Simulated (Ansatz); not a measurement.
Cost and result up the ladder for BMe3 (C₃H₉B) (13 atoms). The state is a singlet with charge 0. Geometry: r2SCAN-D4/def2-SVP.

```xyz
13

B     0.0017   -0.0031    0.0019
C    -1.4166   -0.6374    0.2628
H    -2.1636    0.1713    0.3741
H    -1.4205   -1.1525    1.2415
H    -1.7769   -1.3399   -0.5045
C     0.6165    1.0071    1.0430
H     0.8339    1.9675    0.5384
H     1.6057    0.6411    1.3761
H     0.0018    1.2129    1.9330
C     0.8017   -0.3726   -1.3040
H     1.7804    0.1177   -1.4225
H     0.1849   -0.1442   -2.1936
H     0.9511   -1.4679   -1.3463
```

Ansatz on 4 threads of Arm Neoverse V1 on a shared host. Times are rough, and most runs start from the orbitals of an earlier one. ωB97M-V/def2-TZVP serves as the yardstick here, not as an exact answer. Differences are given only for rows in sets of like size (and for xTB, whose basis is part of the method), since another set adds its own error. Binding counts from free atoms at the same level (B doublet, C triplet, H doublet; other spins of the atoms weren't run), without zero-point energy or a counterpoise term.

LC-ωPBE has ω = 0.4 bohr⁻¹. Correlated methods freeze 4 core orbitals.

Correlated methods converge slowly with the basis.

```json
{"level": "HF/STO-3G", "functions": "29", "wall time": "0.1 s", "binding energy per atom (eV)": "4.00", "difference from ωB97M-V/def2-TZVP (eV)": "–"}
{"level": "HF/6-31G", "functions": "54", "wall time": "0.2 s", "binding energy per atom (eV)": "3.05", "difference from ωB97M-V/def2-TZVP (eV)": "–"}
{"level": "PBE0-D4/def2-SVP", "functions": "101", "wall time": "1.1 s", "binding energy per atom (eV)": "4.07", "difference from ωB97M-V/def2-TZVP (eV)": "–"}
{"level": "BLYP-D4/def2-TZVP", "functions": "178", "wall time": "1.2 s", "binding energy per atom (eV)": "3.99", "difference from ωB97M-V/def2-TZVP (eV)": "-0.03"}
{"level": "PBE-D4/def2-TZVP", "functions": "178", "wall time": "1.2 s", "binding energy per atom (eV)": "4.06", "difference from ωB97M-V/def2-TZVP (eV)": "0.05"}
{"level": "LC-ωPBE/def2-TZVP", "functions": "178", "wall time": "1.6 s", "binding energy per atom (eV)": "4.00", "difference from ωB97M-V/def2-TZVP (eV)": "-0.01"}
{"level": "PBE-D4/def2-TZVPD", "functions": "229", "wall time": "1.8 s", "binding energy per atom (eV)": "4.06", "difference from ωB97M-V/def2-TZVP (eV)": "0.05"}
{"level": "r2SCAN-D4/def2-TZVP", "functions": "178", "wall time": "2.3 s", "binding energy per atom (eV)": "4.02", "difference from ωB97M-V/def2-TZVP (eV)": "0.01"}
{"level": "r2SCAN0-D4/def2-TZVP", "functions": "178", "wall time": "2.4 s", "binding energy per atom (eV)": "4.00", "difference from ωB97M-V/def2-TZVP (eV)": "-0.02"}
{"level": "PBE0-D4/def2-TZVP (with forces)", "functions": "178", "wall time": "3.3 s", "binding energy per atom (eV)": "4.03", "difference from ωB97M-V/def2-TZVP (eV)": "0.01"}
{"level": "r2SCAN-D4/def2-TZVPD", "functions": "229", "wall time": "3.6 s", "binding energy per atom (eV)": "4.02", "difference from ωB97M-V/def2-TZVP (eV)": "0.01"}
{"level": "ωB97X-V/def2-TZVP", "functions": "178", "wall time": "4.6 s", "binding energy per atom (eV)": "4.01", "difference from ωB97M-V/def2-TZVP (eV)": "-0.01"}
{"level": "ωB97M-V/def2-TZVP", "functions": "178", "wall time": "5 s", "binding energy per atom (eV)": "4.02", "difference from ωB97M-V/def2-TZVP (eV)": "0.00"}
{"level": "CCSD(T)/def2-TZVPP", "functions": "250", "wall time": "5.8 min", "binding energy per atom (eV)": "3.93", "difference from ωB97M-V/def2-TZVP (eV)": "-0.09"}
```
